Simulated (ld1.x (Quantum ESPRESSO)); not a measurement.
# rubidium (Rb) RRKJ: all-electron and pseudo phase curves

| Quantity | Value |
| --- | --- |
| Element | Rb (Z = 37) |
| Generator | ld1.x (Quantum ESPRESSO) 7.5 |
| Type | norm-conserving RRKJ (Kleinman–Bylander form) |
| Functional | PBE |
| Relativity | fully relativistic |
| Frozen core | [Ar] 3d10 |
| Valence charge | 9 |
| Reference configuration | 4s2 4p6 4d0 5s0 5p1 |
| Partial waves | 4s (bound): rc 3.28 bohr; 4d (bound, empty): rc 4.20 bohr; 4p (bound): rc 2.25 bohr |
| Local potential | the p channel |
| Core correction | a·sin(br)/r model core inside 2.00 bohr |

Open shells are filled in proportion to 2j + 1 (rel_dist='average').

Occupied shells without a wave of their own: 5p. They enter only through the test configuration that unscreens the potential, and ld1.x also counts them in the model core charge.

The phase is arctan(r·u′/u) with u = r·R(r), unwrapped; energies in Ry, scanned from -4 to 5 Ry. A pole is an energy at which the radial function vanishes at the test radius. The pseudo phase is shifted by a multiple of π to meet the all-electron one at the reference energy, and phase errors are pseudo minus all-electron; the curves can meet again beyond the range given. Levels narrower than the energy grid can be missing from the lists of poles.

Problem. For each channel, where are the poles, and over which energies does the pseudopotential scatter like the atom?

Solution.

```
channel  radius (bohr)  reference energy (Ry)  poles, all-electron      poles, pseudo  unbroken range about the reference energy with phases within 0.05 rad  phase error 1 Ry above the reference energy (rad)
      s           4.57                  -2.45           0.39, 3.13         0.19, 2.20                                                             below -0.5                                             -0.000
   p1/2           4.57                  -1.32    -1.31, 0.87, 3.73  -1.26, 0.87, 3.56                                       not even at the reference energy                                             -3.135
   p3/2           4.57                  -1.26    -1.24, 0.91, 3.80  -1.26, 0.87, 3.56                                       not even at the reference energy                                             -0.009
   d3/2           4.57                  -0.05           0.24, 1.99         0.25, 2.99                                                            -0.3 to 0.6                                             +0.801
   d5/2           4.57                  -0.05           0.24, 2.00         0.25, 2.97                                                            -0.7 to 0.6                                             +0.756
```

A Bessel basis up to 400 Ry misses an occupied level by 1.29 Ry, so cutoffs and ghosts were not judged. The potential misses its own reference levels by up to 0.6 eV. ld1.x takes every shell without a wave as core, so the model core holds the 5p electrons as well and exchange and correlation see them twice. This cancels in the reference configuration, but the file is broken for other ones, and its errors say nothing about a proper core correction.

Phases in the p1/2 channel:

```csv
E (Ry),all-electron,pseudo
-4.00,1.459,-1.683
-3.52,1.451,-1.691
-3.04,1.441,-1.701
-2.56,1.428,-1.714
-2.08,1.409,-1.732
-1.60,1.378,-1.763
-1.12,-1.778,-4.913
-0.64,-1.875,-5.014
-0.16,-2.237,-5.366
0.32,-4.330,-7.465
0.80,-4.689,-7.832
1.28,-4.820,-7.968
1.76,-5.025,-8.208
2.24,-6.847,-10.300
2.72,-7.667,-10.845
3.20,-7.790,-10.951
3.68,-7.848,-11.008
4.16,-7.895,-11.062
4.64,-7.951,-11.149
```
